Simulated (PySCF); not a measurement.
C6H4ClF2 (doublet state).
Structure used (GFN2-xTB), in Å, numbered top down from 1:
```
atom  x, y, z in Å
F1     0.229    2.788   -0.275
C2     0.134    1.450   -0.140
C3     1.291    0.765    0.259
C4     1.219   -0.629    0.408
Cl5    2.630   -1.495    0.901
C6     0.052   -1.288    0.167
F7    -0.033   -2.623    0.307
C8    -1.210   -0.623   -0.257
C9    -1.054    0.850   -0.393
H10    2.206    1.298    0.446
H11   -2.008   -0.860    0.464
H12   -1.552   -1.062   -1.208
H13   -1.909    1.430   -0.697
```

As a line formula: `FC1=CC(Cl)=C(F)C[CH]1` [radical].

Level of theory: UKS B3LYP, pcH-1 on C Cl F H, non-relativistic, mean-field spin-orbit, GIAO (PySCF). Geometry: GFN2-xTB; no solvent, vibrations or thermal averaging. Couplings are sensitive to structure, and on GFN2-xTB geometries they can be far from those on DFT ones. Stability of the SCF solution: not tested. ⟨S²⟩ is 0.786 where a pure state has 0.75.

The largest Mulliken spin populations are on C3 (+0.56), C9 (+0.42), C6 (+0.37) and C2 (-0.18). Three atoms exceed +0.15. The positive populations add up to 1.51 and the negative ones to -0.51, together 2S = 1. The angles at C3 add up to 360.0°, so it is planar.

Q: McConnell's relation a(H) = Q·ρ ties the coupling of a proton on a planar π carbon to the spin population of that carbon. What Q do the computed values give?

A: 
```json
{"H": "H10", "C": "C3", "ρ(C)": "+0.563", "a(H) (G)": "-13.46", "a/ρ (G)": "-23.9"}
{"H": "H13", "C": "C9", "ρ(C)": "+0.420", "a(H) (G)": "-9.92", "a/ρ (G)": "-23.6"}
```

A least-squares line through the origin gives Q = -23.8 G with Mulliken populations. In every row coupling and population have opposite signs.

Couplings in gauss use g_iso = 2.0026.

The SMILES draws the unpaired electron on C9; the largest computed Mulliken spin population is on C3 (0.56 against 0.42).
